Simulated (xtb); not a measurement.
C4H4BFO, SMILES C#CB(F)C(C)=O. All values are semi-empirical tight-binding results from xtb (GFN2-xTB unless named), good for trends rather than for accurate numbers. The structure is a stationary point at GFN2-xTB. This is a generated structure with no PubChem entry under its InChIKey; it may be hypothetical. One conformer was computed; it need not be the lowest.

Optimised geometry:

```xyz
11

C     -2.6819    -0.8581     0.3619
C     -1.6320    -0.2660     0.3708
B     -0.3009     0.4432     0.3375
F     -0.0596     1.4601     1.1409
C      0.8886    -0.0704    -0.6266
C      2.0158    -0.7515     0.1228
O      0.9068     0.0537    -1.8298
H     -3.5988    -1.3740     0.3613
H      2.4403    -0.0496     0.8382
H      2.7836    -1.0886    -0.5692
H      1.6186    -1.5983     0.6799
```
Charge 0, spin multiplicity 1.

The orbital gap is 2.50 eV, the dipole moment is 3.03 D and the zero-point energy comes out as 44.0 kcal/mol. The G − E(el) at 298.15 K (modified RRHO) comes out as 23.1 kcal/mol and the static polarisability (D4 model) comes out as 59.7 bohr³. The solvation energy, GFN2-xTB/ALPB(water) is -3.6 kcal/mol. The solvation energy, GFN2-xTB/ALPB(acetone) is -8.1 kcal/mol.

Computed IR lines (harmonic; lines under 4 % of the strongest left out, lines within 3 cm⁻¹ merged):
ν (cm⁻¹): 477 (w), 576 (w), 674 (w), 709 (w), 955 (w), 1030 (m), 1138 (w), 1287 (vs), 1352 (w), 1446 (w), 1449 (w), 1740 (s), 2195 (m), 3046 (w) (against the strongest line: vs over 80 %, s over 45 %, m over 15 %, w over 4 %, vw less)

Q: Give the atomic charges and the Wiberg bond orders between heavy atoms. (Estimate from the structure and the level; the computed values follow.)

A: charges (e) C1 -0.05, C2 -0.08, B3 0.38, F4 -0.24, C5 0.17, C6 -0.14, O7 -0.34, H8 0.10, H9 0.07, H10 0.07, H11 0.06. Bond orders C1–C2 2.85, C2–B3 1.06, B3–F4 1.13, B3–C5 0.92, C5–C6 1.00, C5–O7 1.89.
